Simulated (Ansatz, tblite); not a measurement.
Cost and result up the ladder for Se3⁻ (3 atoms). The state is a doublet with charge -1. Geometry: PBE0-D4/def2-TZVPD.

Cartesian coordinates in Å:
```
Se 1.416 0.201 1.324
Se -1.292 0.611 -1.325
Se -0.125 -0.812 0.001
```

Ansatz on 4 threads of Arm Neoverse V1 on a shared host; xTB runs through tblite on one thread. Times are rough, summed over both states, and most runs start from the orbitals of an earlier one. B2PLYP/def2-TZVPD serves as the yardstick here, not as an exact answer. Differences are given only for rows in sets of like size (and for xTB, whose basis is part of the method), since another set adds its own error. The other state is a quartet at its own geometry.

The xTB rows come from tblite. Correlated methods freeze 27 core orbitals; core or outer-core shells of Se are correlated, in sets that lack core-valence functions. The rows differ in basis, and correlated rows in double-zeta sets carry the largest basis error. The structure comes from a short search, and lower isomers may exist.

Correlated methods converge slowly with the basis, most of all in double-zeta sets.

xTB has no spin-polarisation term.

```
                           level  functions  wall time  quartet − doublet (eV)  difference from B2PLYP/def2-TZVPD (eV)                                               remarks
                        GFN2-xTB         27    0.005 s                    1.87                                    0.42                                                     –
                        GFN1-xTB         27    0.006 s                    2.07                                    0.62                                                     –
                       HF/STO-3G         54      3.6 s                    1.81                                       –  HOMO above zero (doublet), HOMO above zero (quartet)
               PBE-D4/def2-TZVPD        171      8.2 s                    1.34                                   -0.11                                                     –
BLYP-D4/def2-TZVPD (with forces)        171       10 s                    1.30                                   -0.15                             HOMO above zero (doublet)
              RPA@PBE/def2-TZVPD        171       13 s                    1.42                                   -0.03                                                     –
                   HF/def2-TZVPD        171       14 s                    1.43                                   -0.02                                                     –
              PBE0-D4/def2-TZVPD        171       16 s                    1.49                                    0.04                                                     –
                  MP2/def2-TZVPD        171       16 s                    1.66                                    0.21                                                     –
            r2SCAN-D4/def2-TZVPD        171       19 s                    1.34                                   -0.11                                                     –
         CAM-B3LYP-D4/def2-TZVPD        171       23 s                    1.60                                    0.15                                                     –
               B2PLYP/def2-TZVPD        171       25 s                    1.45                                    0.00                                                     –
               B97M-V/def2-TZVPD        171       30 s                    1.48                                    0.03                                                     –
               CCSD(T)/def2-SVPD        123       54 s                    1.38                                       –                                                     –
```
